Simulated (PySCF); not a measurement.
# Potential energy of CaBe⁺ along the bond

Set-up: PySCF, no relativity, basis sets Ca def2-SVP, Be def2-SVP. Energies in eV from Ca⁺ + Be in their ground configurations at the same level. State: ²Σ⁺ (doublet), unpaired electrons σ ↑.

All columns are PBE. A positive dipole points towards Be; it is taken about the centre of mass and depends on that origin.

```tsv
R (Å)	E (eV)	μ (D)	Mulliken charge on Ca (basis-dependent)	HOMO (eV)	LUMO (eV)	Mayer bond order	⟨S²⟩
2.610	-0.654	-0.86	0.61	-8.36	-7.93	1.05	0.76
2.732	-0.792	-0.71	0.61	-8.40	-7.80	1.01	0.77
2.853	-0.865	-0.57	0.62	-8.43	-7.69	0.97	0.77
2.944	-0.886	-0.46	0.63	-8.46	-7.63	0.93	0.77
3.035	-0.887	-0.37	0.65	-8.48	-7.61	0.89	0.77
3.126	-0.873	-0.27	0.66	-8.50	-7.64	0.85	0.78
3.248	-0.836	-0.15	0.68	-8.53	-7.68	0.79	0.78
3.399	-0.773	-0.04	0.71	-8.56	-7.73	0.72	0.78
3.581	-0.687	0.05	0.74	-8.59	-7.79	0.63	0.78
3.824	-0.570	0.06	0.78	-8.64	-7.86	0.51	0.77
```

A fit through these points gives, at Re = 2.994 Å, μ = -0.41 D and dμ/dR = 1.10 D/Å; the reduced mass is 7.354 u.

Task: How strong is the fundamental in the double-harmonic approximation, I = 42.26·(dμ/dR)²/μred km/mol?

Result: I = 42.26·(1.10)²/7.354 = 6.95 km/mol at PBE.

For an ion De counts to the pair picked by the measured ionisation energies or electron affinities, which need not be the lowest pair at this level. The state is the lowest determinant that a PBE0 search found; another state may lie lower at other levels.
